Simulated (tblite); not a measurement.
Input of a run (GFN2-xTB geometry optimisation, gas phase (tblite 0.8.0)), started from a force field or distance geometry:
```
{"job": {"kind": "relax", "xc": "GFN2-xTB", "basis": "xTB"}, "charge": 1, "multiplicity": 1}
C      2.474600    -0.531500    -0.085200
N      1.080300    -0.033900    -0.027900
C      0.671600     1.222700     0.133400
C     -0.733600     1.239500     0.132200
N     -1.089700    -0.056800     0.003000
C     -2.434500    -0.631800    -0.063400
N      0.003500    -0.821900    -0.104300
H      2.920600    -0.614200     0.932300
H      2.455500    -1.596100    -0.460600
H      3.058100     0.029900    -0.797200
H      1.241800     2.125200     0.227500
H     -1.397600     2.075400     0.244300
H     -3.148100     0.162300     0.228400
H     -2.578200    -1.080100    -1.050100
H     -2.528800    -1.480500     0.665900
```

Output (eV, eV/Å):
```
step      E/eV     max force
  0    -570.81415    2.093
  1    -570.97174    0.742
  2    -571.04031    0.713
  3    -571.10699    0.534
  4    -571.13090    0.396
  5    -571.14817    0.347
  6    -571.16653    0.388
  7    -571.17657    0.228
  8    -571.18040    0.139
  9    -571.18256    0.137
 10    -571.18451    0.126
 11    -571.18559    0.096
 12    -571.18606    0.042
 13    -571.18629    0.046
 14    -571.18649    0.042
 15    -571.18670    0.037
 16    -571.18692    0.041
 17    -571.18711    0.037
 18    -571.18727    0.032
 19    -571.18745    0.038
 20    -571.18766    0.043
 21    -571.18787    0.034
 22    -571.18801    0.025
 23    -571.18807    0.021
 24    -571.18811    0.023
 25    -571.18815    0.023
 26    -571.18819    0.018
 27    -571.18822    0.014
 28    -571.18825    0.017
 29    -571.18828    0.015
 30    -571.18830    0.013
 31    -571.18833    0.011
 32    -571.18835    0.013
 33    -571.18838    0.017
 34    -571.18841    0.014
 35    -571.18844    0.013
 36    -571.18846    0.012
 37    -571.18847    0.012
 38    -571.18850    0.013
 39    -571.18852    0.017
 40    -571.18856    0.019
 41    -571.18860    0.018
 42    -571.18865    0.020
 43    -571.18875    0.026
 44    -571.18892    0.035
 45    -571.18920    0.058
 46    -571.18960    0.086
 47    -571.19019    0.084
 48    -571.19080    0.092
 49    -571.19108    0.053
 50    -571.19088    0.135
 51    -571.19156    0.027
 52    -571.19171    0.024
 53    -571.19183    0.110
 54    -571.19213    0.021
 55    -571.19225    0.025
 56    -571.19242    0.077
 57    -571.19257    0.027
 58    -571.19268    0.019
 59    -571.19286    0.070
 60    -571.19303    0.020
 61    -571.19314    0.019
 62    -571.19312    0.061
 63    -571.19326    0.016
 64    -571.19331    0.014
 65    -571.19335    0.045
 66    -571.19343    0.013
 67    -571.19345    0.011
 68    -571.19351    0.016
 69    -571.19353    0.016
 70    -571.19358    0.017
 71    -571.19362    0.019
 72    -571.19367    0.016
 73    -571.19370    0.037
 74    -571.19376    0.022
 75    -571.19384    0.015
 76    -571.19395    0.017
 77    -571.19409    0.025
 78    -571.19436    0.053
 79    -571.19471    0.104
 80    -571.19518    0.101
 81    -571.19676    0.133
 82    -571.19746    0.125
 83    -571.19766    0.154
 84    -571.19975    0.064
 85    -571.20041    0.160
 86    -571.20146    0.065
 87    -571.20221    0.072
 88    -571.20283    0.059
 89    -571.20336    0.041
 90    -571.20363    0.049
 91    -571.20381    0.050
 92    -571.20399    0.042
 93    -571.20418    0.043
 94    -571.20451    0.055
 95    -571.20475    0.068
 96    -571.20511    0.076
 97    -571.20531    0.049
 98    -571.20549    0.036
 99    -571.20558    0.018
100    -571.20564    0.017
101    -571.20571    0.016
102    -571.20574    0.013
103    -571.20577    0.014
104    -571.20579    0.012
105    -571.20582    0.014
106    -571.20585    0.013
107    -571.20590    0.011
108    -571.20593    0.012
109    -571.20595    0.010
110    -571.20596    0.012
111    -571.20597    0.013
112    -571.20599    0.013
113    -571.20601    0.011
114    -571.20603    0.009
```

Summarise the run.

The energy falls by 0.392 eV over 114 L-BFGS steps, the largest force on an atom goes from 2.09 to 0.009 eV/Å, and the atoms move by 0.400 Å rms after alignment. The bond that changes most is C1–N2 (ends: N-methyl carbon; nitrogen bonded to 2 C and N), which shortens by 0.049 Å. Bonds longer at the end by more than 0.005 Å: 2 of 15; shorter: 9. Among the angles that change most is C4–C3–H11, from 121.5° to 131.1°. Among the dihedrals that turn most is N7–N5–C6–H14, from -63° to -117°. The energy rose by more than 1e-5 eV at steps 50 and 62. The first step brought 40 % of the lowering.

What are the final bond lengths?

C1–N2 1.432 Å, N2–C3 1.349 Å, C3–C4 1.374 Å, C4–N5 1.349 Å, N5–C6 1.432 Å, N5–N7 1.297 Å, N2–N7 1.297 Å, C1–H8 1.091 Å, C1–H9 1.088 Å, C1–H10 1.090 Å, C3–H11 1.071 Å, C4–H12 1.071 Å, C6–H13 1.090 Å, C6–H14 1.091 Å, C6–H15 1.088 Å. Numbering counts from 1 in the input's order; the species is `Cn1cc[n+](C)n1`.

On one thread, Intel Xeon Platinum 8488C (x86_64), on a shared host, this took 0.46 s wall.

Its GFN2-xTB frequencies are all real (lowest 84 cm⁻¹). 2 starts were optimised and ended at 0.00 and 0.76 kcal/mol (GFN2-xTB); the lowest of these is shown.

These are computed values.
